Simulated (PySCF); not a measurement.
Dipole response of Zr+ (zirconium, charge +1)

[Kr] 4d1 5s2, 2D determinant (an excited configuration). Calculation: PySCF 2.14, in x2c-TZVPPall with one added diffuse shell each of s, p, d, f type (9s7p7d3f1g, 95 functions); scalar relativity by spin-free X2C-1e. Coupled (time-dependent) response in atomic units; α is the mean over directions.

```json
{"method": "BHandHLYP", "mean α (bohr³)": "65.07", "α xx, yy, zz": "66.13, 66.13, 62.97", "C₆ (like pair)": "657.6", "S(−4)": "1873"}
```

S(−4) is the Cauchy moment in α(ω) = α(0) + S(−4) ω² + …

Spin-orbit coupling is absent.

α(iu) at BHandHLYP:

| u (hartree) | α(iu) (bohr³) |
| --- | --- |
| 0 | 65.07 |
| 0.0500 | 60.74 |
| 0.100 | 50.91 |
| 0.200 | 32.10 |
| 0.300 | 21.04 |
| 0.500 | 11.39 |
| 0.750 | 6.926 |
| 1.00 | 4.853 |
| 1.50 | 2.855 |
| 2.00 | 1.888 |
| 3.00 | 0.9936 |
| 5.00 | 0.4105 |

A single London oscillator, α(iu) = α/(1 + u²/ω²), gives C₆ = (3/4) ω α². Matching the computed C₆ needs ω = 4 × 657.6 / (3 × 65.07²) = 0.207 hartree.

For an ion, C₆ is the dispersion term alone; charge-induced terms of lower order in 1/R come first.

The components differ because the open shell of this determinant is not spherical; for a pure term their mean is the scalar polarisability.
